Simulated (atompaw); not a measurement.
# Which change was made? (O, PAW (atompaw))

oxygen (O), PAW, made with atompaw 4.2.0.5 (PBE, scalar-relativistic). Core [He], reference 2s2 2p3 (charge +1). Waves: 2s (bound): rc 1.90 bohr; 2s channel at -1.75 Ry: rc 1.90 bohr; 2p (bound): rc 1.90 bohr; 2p channel at -0.7 Ry: rc 1.90 bohr. Local part: troulliermartins scheme with l = 2 at 1 Ry, radius 1.55 bohr. Core correction: smooth core density matched at 1.00 bohr. Augmentation charge: sinc compensation charge, radius 1.65 bohr; PAW radius 1.90 bohr; waves and projectors: custom polynom gramschmidtortho.

Cutoffs, loose and tight: the cutoffs (Ry, on a coarse ladder) from which the occupation-weighted sum of valence levels, in a spherical-Bessel basis at the reference potential, stays within 10 and 1 mRy of its value at 400 Ry. They see the waves, projectors and local potential, not the compensation charge or the core.

The base gives: outcome: generated; cutoff, loose: 18 Ry; cutoff, tight: 35 Ry; bound ghosts: none.

Problem. After one change the result is: outcome: generated; cutoff, loose: 25 Ry; cutoff, tight: 40 Ry; bound ghosts: none. Which change was it?
A. augmentation sinc compensation charge, radius 1.65 bohr; PAW radius 1.90 bohr; waves and projectors: modrrkj vanderbiltortho
B. wave 2p (bound): rc 1.90 bohr becomes 2p (bound): rc 1.74 bohr
C. wave 2p (bound): rc 1.90 bohr becomes 2p (bound): rc 1.76 bohr
D. all radii scaled by about 1.25 (s 2.38, p 2.38 bohr); local potential troulliermartins scheme with l = 2 at 1 Ry, radius 1.94 bohr; augmentation sinc compensation charge, radius 2.06 bohr; PAW radius 2.38 bohr; waves and projectors: custom polynom gramschmidtortho; core correction smooth core density matched at 1.26 bohr

Solution. B. The others give: wave 2p (bound): rc 1.90 bohr becomes 2p (bound): rc 1.76 bohr → outcome: generated; cutoff, loose: 21 Ry; cutoff, tight: 40 Ry; bound ghosts: none | all radii scaled by about 1.25 (s 2.38, p 2.38 bohr); local potential troulliermartins scheme with l = 2 at 1 Ry, radius 1.94 bohr; augmentation sinc compensation charge, radius 2.06 bohr; PAW radius 2.38 bohr; waves and projectors: custom polynom gramschmidtortho; core correction smooth core density matched at 1.26 bohr → outcome: generated; cutoff, loose: 12 Ry; cutoff, tight: 21 Ry; bound ghosts: none | augmentation sinc compensation charge, radius 1.65 bohr; PAW radius 1.90 bohr; waves and projectors: modrrkj vanderbiltortho → outcome: generated; cutoff, loose: 18 Ry; cutoff, tight: 30 Ry; bound ghosts: s.
